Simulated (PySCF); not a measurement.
# Computed properties of SnH2, SMILES [SnH2]

SnH2, SMILES [SnH2] (connectivity only; charge and spin as stated), neutral, multiplicity 1. Coordinates come from a B3LYP-D3(BJ)/def2-TZVPD optimisation. The def2 effective core potentials stand for the cores of Sn; spin–orbit coupling is left out. The values are those of a single conformer. All values are computed for the isolated molecule unless a solvent is named; none is compared with measurement here.

**Structure.** The optimised structure has C2v symmetry. All 3 harmonic modes at B3LYP-D3(BJ)/def2-TZVPD (PySCF) are real, so it is a minimum.

**Vibrations.** The strongest infrared lines (harmonic, unscaled, degenerate partners summed) lie at 1701 cm⁻¹ (453 km/mol, H 99 %), 1699 cm⁻¹ (415 km/mol, H 99 %), 789 cm⁻¹ (73 km/mol, H 99 %). The softest mode is at 789 cm⁻¹ and the zero-point energy is 6.0 kcal/mol.

**Electronic structure.** r2SCAN/def2-TZVPD (PySCF) places the frontier levels at -5.92 and -3.60 eV, a gap of 2.32 eV, and gives a dipole moment of 0.76 D and a mean polarisability of 49.2 bohr³. PBE/def2-TZVPD (PySCF) at the same geometry gives -5.69 and -3.78 eV, so its gap is 0.41 eV narrower. An orbital gap is neither the optical nor the fundamental gap.

**Excitations.** TDA-CAM-B3LYP/def2-TZVPD (PySCF) has S1 at 2.40 eV (517 nm, f = 0.020, weak); the most intense of the 10 singlets computed lies at 7.53 eV (f = 0.42). T1 (TDA) is at 1.42 eV, 0.98 eV under S1.
